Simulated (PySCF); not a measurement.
## Computed NMR parameters against published values

Atom-mapped SMILES (the numbers label the heavy atoms): `[O-:1][n+:2]1[cH:3][cH:4][cH:5][cH:6][cH:7]1`. Each H is labelled by its parent atom.

The experiment to reproduce: δ ¹⁷O O1 385.1 ppm (measured; solution, CH3CN; L. Olsson, D. Cremer, J. Phys. Chem. 100 (1996) 16881).
δ ¹⁵N N2 324.4 ppm (measured; solution, cyclohexane; L. Olsson, D. Cremer, J. Phys. Chem. 100 (1996) 16881).
δ ¹⁵N N2 324.4 ppm (measured; cyclohexane; Olsson, Cremer, J. Phys. Chem. 1996, 100, 16881).
δ ¹⁷O O1 385.1 ppm (measured; CH3CN; Olsson, Cremer, J. Phys. Chem. 1996, 100, 16881).

[PySCF: PBE0-D3(BJ)/def2-SVP geometry; shielding tensors at HF/pcSseg-2 (GIAO); no solvent; equivalent nuclei averaged; relativity neglected; a single conformation]

(1) What does the calculation give, and how does it compare?

(2) How far are the unscaled ¹⁷O shifts from the references?

(3) How far are the unscaled ¹⁵N shifts from the references?

Results:

(1) 
Reference values: measured (solution, CH3CN; L. Olsson, D. Cremer, J. Phys. Chem. 100 (1996) 16881).
| atoms | quantity | reference | computed |
| --- | --- | --- | --- |
| O1 | δ ¹⁷O vs gaseous H2O | 385.1 | 356.2 |

Reference values: measured (solution, cyclohexane; L. Olsson, D. Cremer, J. Phys. Chem. 100 (1996) 16881).
```csv
atoms,quantity,reference,computed
N2,δ ¹⁵N vs gaseous NH3,324.4,374.2
```

Reference values: measured (cyclohexane; Olsson, Cremer, J. Phys. Chem. 1996, 100, 16881).
```csv
atoms,quantity,reference,computed
N2,δ ¹⁵N vs NH3 (gas),324.4,374.2
```

Reference values: measured (CH3CN; Olsson, Cremer, J. Phys. Chem. 1996, 100, 16881).
```csv
atoms,quantity,reference,computed
O1,δ ¹⁷O vs H2O (gas),385.1,356.2
```

Computed shifts are σ(ref) − σ with the named reference compound (TMS for H and C) calculated as an isolated molecule at the same level.

(2) Mean signed difference -28.90 ppm, mean absolute 28.90 ppm over 2 comparisons; the largest is -28.9 ppm at O1 (oxygen bonded to N).

(3) Mean signed difference +49.80 ppm, mean absolute 49.80 ppm over 2 comparisons; the largest is +49.8 ppm at N2 (cationic ring nitrogen).
